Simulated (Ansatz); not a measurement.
A nudged elastic band was laid between two geometries of C₂H₆BN (10 atoms, charge 0, multiplicity 1).

These are results of RKS r2SCAN/6-31G (Ansatz), not measurements.

```yaml
movable_images: 7
climbing_image: yes
spring: 5.0 eV/Å²
optimiser: quadratic models (default)
start_path: through a guess of the saddle point
force_threshold: 0.05 eV/Å
iteration_limit: 33
end_points: relaxed
```

Initial state:

```xyz
10
Properties=species:S:1:pos:R:3
C -0.591 1.672 -0.658
C -0.087 0.750 0.189
B 0.084 -0.742 -0.202
N 0.609 -1.676 0.707
H -0.900 1.395 -1.666
H -0.716 2.721 -0.392
H 0.206 1.090 1.190
H -0.231 -1.130 -1.296
H 0.731 -2.652 0.481
H 0.896 -1.428 1.646
```

Final state:

```xyz
10
Properties=species:S:1:pos:R:3
C 0.011 1.563 -0.398
C -0.788 0.622 0.149
B -0.466 -0.904 0.158
N 0.861 -1.360 0.215
H 0.957 1.302 -0.874
H -0.251 2.621 -0.421
H -1.743 0.956 0.566
H -1.338 -1.729 0.110
H 1.107 -2.339 0.186
H 1.650 -0.732 0.308
```

Problem. Which bonds break or form, and what moves?

Solution. No bond is made or broken. The dihedral H7–C2–B3–N4 goes from 0 to -152°.

Problem. What energy profile does the band end with?

Solution. The forces met the threshold. The highest image is number 4 of 0 to 8, 21.5 kJ/mol above the first end and 13.5 kJ/mol above the last; the last end lies 7.9 kJ/mol above the first. A vibrational analysis at the climbing image gives one clearly imaginary mode, 164i cm⁻¹: a first-order saddle point. Limits of this set-up: no polarisation functions.

```json
{"image": "0", "path coordinate (Å)": "0.00", "energy (kJ/mol)": "0.0", "dihedral H7–C2–B3–N4 (°)": "0"}
{"image": "1", "path coordinate (Å)": "0.61", "energy (kJ/mol)": "2.9", "dihedral H7–C2–B3–N4 (°)": "-18"}
{"image": "2", "path coordinate (Å)": "1.22", "energy (kJ/mol)": "10.3", "dihedral H7–C2–B3–N4 (°)": "-38"}
{"image": "3", "path coordinate (Å)": "1.82", "energy (kJ/mol)": "18.2", "dihedral H7–C2–B3–N4 (°)": "-59"}
{"image": "4", "path coordinate (Å)": "2.43", "energy (kJ/mol)": "21.5", "dihedral H7–C2–B3–N4 (°)": "-81"}
{"image": "5", "path coordinate (Å)": "2.94", "energy (kJ/mol)": "19.4", "dihedral H7–C2–B3–N4 (°)": "-100"}
{"image": "6", "path coordinate (Å)": "3.44", "energy (kJ/mol)": "14.6", "dihedral H7–C2–B3–N4 (°)": "-118"}
{"image": "7", "path coordinate (Å)": "3.95", "energy (kJ/mol)": "9.8", "dihedral H7–C2–B3–N4 (°)": "-135"}
{"image": "8", "path coordinate (Å)": "4.45", "energy (kJ/mol)": "7.9", "dihedral H7–C2–B3–N4 (°)": "-152"}
```

Problem. What is the geometry of the highest image?

Solution. 
```xyz
10
Properties=species:S:1:pos:R:3:forces:R:3
C -0.277 1.665 -0.598 -0.02 -0.02 0.01
C -0.542 0.651 0.247 -0.01 0.01 0.00
B -0.283 -0.867 -0.038 0.03 -0.01 -0.03
N 0.856 -1.509 0.468 -0.02 0.00 0.00
H 0.150 1.492 -1.586 0.01 -0.01 0.00
H -0.479 2.705 -0.347 0.00 0.01 0.01
H -0.984 0.910 1.218 0.00 0.01 0.00
H -1.050 -1.534 -0.682 0.00 0.00 0.01
H 1.046 -2.489 0.310 0.00 0.00 0.00
H 1.562 -1.025 1.007 0.00 0.00 0.00
```

Problem. What are the harmonic wavenumbers there?

Solution. 164i, 258, 302, 600, 671, 762, 822, 928, 977, 988, 1059, 1083, 1186, 1327, 1383, 1505, 1683, 1690, 2596, 3081, 3136, 3223, 3572, 3690 cm⁻¹.

The band took 22 iterations and of the order of 15 core-minutes.

The run took 16 min on 1 CPU thread of a shared host.
